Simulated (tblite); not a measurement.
Isomers of C2H12NPSi2. Calculated harmonic vibrations of the isolated species, GFN2-xTB (tblite), most abundant isotopes, no scaling. Errors from tens to a few hundred cm⁻¹ against measured bands are possible. Modes of hydrogen on phosphorus and silicon can be 10 to 20 % off. One conformer each.

Electronic energies: GFN2-xTB at the same geometries; isomer energies are rough at this level and their order can be wrong.

```csv
SMILES,"electronic energy, lowest = 0 (kJ/mol)"
CC[SiH2]N[SiH2]P,0.0
[SiH3]NCC[SiH2]P,60.7
CN(C)[Si@@H]([SiH3])P,83.4
C[SiH2]N[Si@H](C)P,17.4
```

Q: How do GFN2-xTB zero-point energies change the relative energies?

A: 
```csv
SMILES,ZPE (kJ/mol),of it from modes above 1550 cm⁻¹,electronic (kJ/mol),"with ZPE, lowest = 0 (kJ/mol)",lowest mode (cm⁻¹),rings
CC[SiH2]N[SiH2]P,344.3,191.0,0.0,0.0,47,0
C[SiH2]N[Si@H](C)P,344.7,197.2,17.4,17.8,24,0
[SiH3]NCC[SiH2]P,339.6,185.5,60.7,55.9,35,0
CN(C)[Si@@H]([SiH3])P,343.2,186.3,83.4,82.2,49,0
```

The zero-point energies span 5.1 kJ/mol, from `[SiH3]NCC[SiH2]P` to `C[SiH2]N[Si@H](C)P`. The order is unchanged.

Q: What do entropy and thermal enthalpy add at 298.15 K and 1 bar (rigid rotor, harmonic oscillator, one conformer each)?

A: 
```
               SMILES  point group  symmetry number  S (J/(mol K))  H − H(0) (kJ/mol)  ZPE + H − H(0) − TS (kJ/mol)
     CC[SiH2]N[SiH2]P           C1                1          441.0              32.43                         245.3
     [SiH3]NCC[SiH2]P           C1                1          433.2              31.23                         241.6
CN(C)[Si@@H]([SiH3])P           C1                1          445.4              33.44                         243.8
```

Not tabulated: `C[SiH2]N[Si@H](C)P` (lowest mode only 24 cm⁻¹).
